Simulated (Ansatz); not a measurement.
Basis-set extrapolation for CH₄AlNS, SMILES `C=[N][AlH][SH]` (PBE0-D4/def2-TZVP geometry, frozen core, Ansatz 0.2.0). Multiplicity 1, RHF reference.

|  | def2-TZVPP | def2-QZVPP |
| --- | --- | --- |
| HF | -734.202340 | -734.225007 |
| MP2 correlation | -0.609519 | -0.655648 |
| CCSD(T) correlation | -0.678475 | not run |

Energies in hartree. Use E(X) = E(∞) + A·exp(−7.88·√X) for Hartree–Fock and E(X) = E(∞) + B·X^(−2.97) for correlation, with X = 3 and 4, and add CCSD(T) minus MP2 of the smaller set to the MP2 limit.

**Question.** What is the CCSD(T) energy at the basis-set limit?

**Answer.** HF limit: -734.225007 + (-0.022667) × 0.13774 = -734.22813. MP2 limit: -0.655648 + (-0.046129) × 0.74074 = -0.68982. Higher-order term: -0.678475 − (-0.609519) = -0.06896. Total: -734.98691 hartree, 2.89 eV below CCSD(T)/def2-TZVPP.
